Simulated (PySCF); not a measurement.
Cl3Sb, charge +1, multiplicity 2. Atoms are numbered in the order given.

```xyz
4

Sb     0.0000     0.4239     0.0000
Cl    -1.0702    -0.4239    -1.8537
Cl     2.1405    -0.4239     0.0000
Cl    -1.0702    -0.4239     1.8537
```
Charge +1, spin multiplicity 2.

Coordinates come from a PBE0-D3(BJ)/def2-SVP optimisation. The multiplicity is an assumed one; other spin states were not compared. The isomer is the one that the SMILES or the coordinates give; other isomers of the formula were not compared. The def2 effective core potentials stand for the cores of Sb; spin–orbit coupling is left out.

Computed with M06-2X/def2-TZVPD (PySCF).

Mulliken values depend strongly on the basis, most of all with diffuse functions as here. ESP charges are fitted to the potential on shells at 1.4 to 2.0 van der Waals radii. Atomic charges (e):

| atom | ESP fit | Mulliken | Mulliken spin |
|---|---|---|---|
| Sb1 | 0.84 | 1.44 | 0.45 |
| Cl2 | 0.05 | -0.15 | 0.18 |
| Cl3 | 0.05 | -0.15 | 0.18 |
| Cl4 | 0.05 | -0.15 | 0.18 |
